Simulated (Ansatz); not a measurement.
**Worked example: BH2F + C3H6FI → BH2I + C3H6F2**

Species: BH2F `BF`, singlet; C3H6FI `CC(I)CF`, singlet; BH2I `BI`, singlet; C3H6F2 `CC(F)CF`, singlet. The partners trade F for I: B–F and C–I bonds give way to B–I and C–F.

Shapes, held fixed at every level: PBE0-D4/def2-TZVP. Flexible molecules stand in one conformer, not always the lowest. Programs: Ansatz 0.2.0. Electronic energies: no zero-point or thermal term.

At CCSD(T)/def2-TZVPP; 1 Eh = 2625.50 kJ/mol:

```
species  energy (Eh)
   BH2F  -125.759518
 C3H6FI  -514.591892
   BH2I  -323.125743
 C3H6F2  -317.187558
```

Q: Work out ΔE of the reaction at this level.

A: 
1. Products less reactants: (-323.125743) + (-317.187558) − [(-125.759518) + (-514.591892)] = 0.038109 Eh = +100.1 kJ/mol.

Other levels give +85.7 (HF/def2-TZVPP) to +99.2 kJ/mol (B3LYP-D4/def2-TZVPP). No measured value is set beside it here. For atoms past krypton def2 sets carry core potentials with scalar relativity. Outer-core shells of I are correlated, in sets that cover them unevenly. The median of the other levels is +91.4 kJ/mol.
